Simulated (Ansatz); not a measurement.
Cartesian coordinates in Å:
```
C -0.618 -0.883 2.230
Ga 0.157 0.578 1.102
O 0.144 0.172 -0.655
Si 0.552 0.760 -2.118
H -0.590 -0.637 3.289
H -0.039 -1.787 2.032
H -1.649 -1.034 1.902
H 1.142 2.126 -2.021
H 1.552 -0.131 -2.768
H -0.650 0.835 -2.994
```

The species carries charge 0 and has multiplicity 2.

Problem. List the r2SCAN/def2-TZVPP orbital energies in eV (the Gaussian-basis code of Ansatz). (Best estimate.)

Solution. Computed: α occupied: -10122.24, -1791.01, -1244.37, -1100.80, -1100.74, -1100.69, -515.35, -273.16, -148.00, -141.38, -100.93, -100.73, -100.63, -96.26, -96.23, -96.23, -25.22, -20.58, -20.47, -20.40, -20.39, -20.22, -18.06, -13.48, -11.18, -10.50, -10.47, -9.33, -9.24, -8.66, -7.56, -7.34, -5.07. α empty: -1.88, -0.02, 0.96, 1.65, 1.73, 1.82, 2.10, 2.91. β occupied: -10122.21, -1791.01, -1244.37, -1100.80, -1100.71, -1100.68, -515.28, -273.03, -147.98, -141.38, -100.90, -100.69, -100.62, -96.27, -96.23, -96.23, -25.08, -20.47, -20.38, -20.35, -20.30, -20.14, -17.79, -13.42, -10.99, -10.40, -10.34, -9.22, -9.21, -8.15, -7.39, -7.30. β empty: -3.20, -1.19, 0.17, 1.23, 1.75, 1.77, 2.03, 2.18. ⟨S²⟩ = 0.756.
